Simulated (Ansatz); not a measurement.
Gas-phase reaction R1 → P1 + 0.5 P2, each structure at its B3LYP-D3(BJ)/def2-TZVP stationary point, reached from a drawn start (curvature not checked).
P1: H2O (SMILES O), charge 0, multiplicity 1.
P2: O2 (SMILES O=O), charge 0, multiplicity 3.
R1, H2O2 (SMILES OO) (charge 0, multiplicity 1):
```xyz
4

O     -0.198     0.158    -0.725
O     -0.194     0.163     0.725
H      0.704     0.460    -0.906
H     -0.312    -0.781     0.906
```

P less R. No zero-point or thermal terms; singlets are restricted closed shells; open shells are unrestricted; no spin–orbit coupling.

Correlated levels freeze the cores.

Run with Ansatz (Gaussian orbitals). No computed number here is a measurement.

Total energies in hartree:

```csv
structure,PBE/def2-TZVPP,PBE0/def2-TZVPP,CCSD(T)/cc-pVQZ
P1,-76.380147,-76.380766,-76.359711
P2,-150.248611,-150.235395,-150.173871
R1,-151.467174,-151.457638,-151.408112
```

Question: Work out the reaction energy at each level in kJ/mol (1 hartree = 2625.49964 kJ/mol), and say how far PBE/def2-TZVPP lies from CCSD(T)/cc-pVQZ.

Answer: 
- PBE/def2-TZVPP: (-76.380147) + 0.5 × (-150.248611) − (-151.467174) = -0.037279 hartree = -97.9 kJ/mol
- PBE0/def2-TZVPP: (-76.380766) + 0.5 × (-150.235395) − (-151.457638) = -0.040826 hartree = -107.2 kJ/mol
- CCSD(T)/cc-pVQZ: (-76.359711) + 0.5 × (-150.173871) − (-151.408112) = -0.038534 hartree = -101.2 kJ/mol
PBE/def2-TZVPP less CCSD(T)/cc-pVQZ: 3.3 kJ/mol. CCSD(T)/cc-pVQZ is the level counted from, the highest shown, and no exact or measured value.

Ansatz is an electronic-structure program.
